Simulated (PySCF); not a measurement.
VO₂⁻, singlet: molecular constants

All numbers come from PBE0 in PySCF with V def2-TZVPD, O def2-TZVPD; no relativity; density-fitted integrals.

The structure is a minimum.

* Point group: C2v
* Bond lengths: V–O 1.604 Å (×2)
* Bond angles: O–V–O 109.3°
* Highest occupied level: 0.06 eV
* Principal quadrupole moments (Buckingham, traceless) about the centre of mass: -4.49, 0.63, 3.86 D Å
* Principal polarisabilities: 99.5, 141.1, 144.0 bohr³
* Zero-point energy: 14.3 kJ/mol
* Entropy at 298.15 K and 1 bar: 258.1 J/(mol K)
* Heat capacity Cp at 298.15 K: 42.7 J/(mol K)
* Dipole moment about the centre of mass: 0.74 D
* Lowest empty level: 2.30 eV
* Rotational constants: 0.9948, 0.3078, 0.2351 cm⁻¹
* Rotational symmetry number: 2
* Enthalpy at 298.15 K above 0 K: 10.99 kJ/mol

Harmonic modes (masses in u: V 50.944, O 15.995):
| symmetry | ω (cm⁻¹) | IR (km/mol) |
| --- | --- | --- |
| a1 | 370 | 10.6 |
| b2 | 1003 | 292 |
| a1 | 1026 | 358 |

In C2v the vibrations span 2a1 + b2. Here b1 is antisymmetric to the molecular plane and b2 lies in it.

Charges (e); Mulliken and Löwdin values are unreliable with diffuse functions:
| atom | Mulliken | Löwdin | polar tensor | Mayer order to V1 |
| --- | --- | --- | --- | --- |
| V1 | 0.36 | 0.35 | 0.72 | – |
| O2,3 | -0.68 | -0.68 | -0.86 | 1.61 |

Mulliken populations on V1: s 7.20, p 12.25, d 3.16, f 0.02.

Outer orbital energies (eV). occupied: -19.26, -5.37, -5.15, -4.34, -4.15, -4.07, -2.86, 0.06; empty: 2.30, 2.53, 3.78, 3.91.

The highest occupied level lies above zero, a sign of self-interaction error or too small a basis; response properties are unreliable. Only a few start shapes were tried, so a lower isomer may exist. The lowest empty level of this anion is unbound, so it and the gap depend on the basis. At this level a broken-symmetry Ms = 0 minimum of C2v symmetry lies 42 kJ/mol below this structure. At the minimum of this search the closed-shell solution is unstable towards spin polarisation, so a lower open-shell solution exists.

The final relaxation and frequency run took 26 s on 2 threads of a shared Intel Xeon Platinum 8488C (Sapphire Rapids) host, with 128 basis functions and 8 gradients; the process peaked at 1.1 GiB.
